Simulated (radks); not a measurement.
Tb II, configuration [Xe] 4f9 6s1. Calculated with a radial shooting solver on a logarithmic mesh with Libxc functionals: Dirac Kohn-Sham, PBE, spin-unpolarised, spherical densities, finite nucleus; open shells fill j = l - 1/2 first; Fermi nuclear charge, rms radius 5.06 fm.

Normalised radial functions P(r) = r R(r) (large component), r in bohr:

r,4f7/2,5d3/2,5d5/2
0.00226,0.0000,0.0000,0.0000
0.003062,0.0000,0.0001,0.0000
0.004184,0.0000,0.0001,0.0001
0.00567,0.0000,0.0003,0.0002
0.007684,0.0000,0.0006,0.0004
0.0105,0.0000,0.0014,0.0011
0.01423,0.0001,0.0030,0.0024
0.01928,0.0003,0.0064,0.0054
0.02634,0.0011,0.0135,0.0117
0.0357,0.0031,0.0267,0.0238
0.04838,0.0087,0.0495,0.0452
0.0661,0.0235,0.0855,0.0795
0.08958,0.0579,0.1285,0.1216
0.1214,0.1306,0.1610,0.1553
0.1659,0.2698,0.1466,0.1456
0.2248,0.4815,0.0526,0.0587
0.3047,0.7418,-0.1064,-0.0946
0.4162,0.9740,-0.2391,-0.2291
0.5641,1.0598,-0.2152,-0.2160
0.7645,0.9688,-0.0087,-0.0238
1.036,0.7617,0.2831,0.2589
1.415,0.5211,0.5279,0.5048
1.918,0.3185,0.6248,0.6115
2.6,0.1728,0.5790,0.5786
3.552,0.0808,0.4366,0.4467
4.814,0.0319,0.2620,0.2752
6.524,0.0094,0.1139,0.1235
8.912,0.0017,0.0300,0.0338
12.08,0.0002,0.0043,0.0051

4f7/2: eigenvalue -8.891 eV, 0 radial nodes, <r> = 0.915 bohr, 90 % of the charge inside 1.62 bohr. 5d3/2 (empty): eigenvalue -7.102 eV, 2 radial nodes at r = 0.251, 0.772 bohr, <r> = 2.76 bohr, 90 % of the charge inside 4.45 bohr. 5d5/2 (empty): eigenvalue -6.847 eV, 2 radial nodes at r = 0.255, 0.786 bohr, <r> = 2.84 bohr, 90 % of the charge inside 4.58 bohr.
